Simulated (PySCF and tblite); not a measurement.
Values are calculated unless marked as measured or tabulated.
Stationary points of C6H7NSi at B3LYP-D3(BJ)/def2-SVP, in Å:

Structure A

```
 1 N     1.404   -3.196   -2.374
 2 C     1.099   -2.358   -1.631
 3 C     0.718   -1.328   -0.715
 4 C    -0.253   -0.338   -0.968
 5 C    -0.321    0.536    0.145
 6 Si   -1.648    1.812    0.506
 7 C     0.702    0.024    1.118
 8 C     1.304   -1.112    0.551
 9 H    -0.832   -0.241   -1.885
10 H     0.879    1.041    0.309
11 H    -2.790    1.180    1.226
12 H    -1.066    2.879    1.369
13 H    -2.126    2.397   -0.775
14 H     0.829    0.408    2.130
15 H     2.103   -1.704    0.993
```

Structure B

```
 1 N     1.881   -2.404   -2.212
 2 C     1.599   -1.592   -1.433
 3 C     1.233   -0.585   -0.487
 4 C     0.120    0.365   -0.665
 5 C     0.039    1.189    0.412
 6 Si   -1.207    2.559    0.658
 7 C     1.137    0.798    1.377
 8 C     1.839   -0.342    0.706
 9 H    -0.524    0.377   -1.545
10 H     1.830    1.637    1.581
11 H    -2.014    2.321    1.892
12 H    -0.519    3.875    0.814
13 H    -2.110    2.606   -0.526
14 H     0.736    0.503    2.366
15 H     2.692   -0.882    1.116
```

Structure C

```
 1 N     1.038   -2.729   -1.753
 2 C     1.040   -1.733   -1.155
 3 C     1.049   -0.516   -0.408
 4 C     0.624    0.706   -0.860
 5 C     0.731    1.681    0.255
 6 Si   -1.066    2.109    0.815
 7 C     1.371    0.909    1.359
 8 C     1.515   -0.386    0.973
 9 H     0.231    0.925   -1.852
10 H     1.196    2.649    0.001
11 H    -1.769    0.847    1.160
12 H    -0.996    3.013    1.997
13 H    -1.766    2.815   -0.296
14 H     1.632    1.329    2.330
15 H     1.904   -1.210    1.569
```

Level: revPBE/pcSseg-1 + D3(BJ), IEF-PCM methanol on B3LYP-D3(BJ)/def2-SVP stationary points, with GFN2-xTB thermal terms.

Question: Which structure is a saddle point, and along which motion?

Answer: A: one imaginary mode (1059i cm⁻¹ at GFN2-xTB, mostly on H10, C7, C5), along the shift of hydrogen on C5 from C5 to C7.

Question: Give their symmetry and energies above the lowest.

Answer: A C1, 26.0 kcal/mol; B Cs, 2.4 kcal/mol; C C1, 0.0 kcal/mol.

Tunnelling of the moving H, left out here, will speed the real process.
